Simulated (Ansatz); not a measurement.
The cluster Ag2Sn, relaxed as a quintet with UKS B3LYP-D4/def2-TZVP in Ansatz, starting from the B3LYP-D4/def2-TZVP geometry of the neutral singlet. Force threshold 0.02 eV/Å.

In the def2 sets Ag, Sn take a core potential; there is no spin–orbit coupling. The relaxation made no stability test and no search for a lower SCF solution. At B3LYP-D4/def2-TZVP a singlet of charge 0 lies 2.81 eV below the quintet, each at its own geometry. The structure comes from a short search, and lower isomers may exist.

Start:

```xyz
3

Ag    1.2288    0.6735    1.0361
Ag   -0.2842   -1.6274   -0.5548
Sn   -0.9446    0.9539   -0.4813
```

| step | energy (eV) | largest force component (eV/Å) | SCF passes |
| --- | --- | --- | --- |
| 1 | -13834.6039 | 0.725 | 18 |
| 2 | -13834.7168 | 0.306 | 22 |
| 3 | -13834.7846 | 0.068 | 26 |
| 4 | -13834.7883 | 0.012 | 23 |

Force components are those of the run's own axes.

End:

```tsv
atom	x (Å)	y (Å)	z (Å)
Ag1	1.241	0.472	1.002
Ag2	-0.122	-1.602	-0.432
Sn3	-1.119	1.130	-0.570
```

By distances, no bond broke or formed. The bond that changes most is Ag1–Ag2, from 3.18 to 2.87 Å (atoms count from 1).

No frequencies were taken in this run, so the end may be a saddle point.

It took 9.5 s on 4 threads of Arm Neoverse V2 on a shared host.
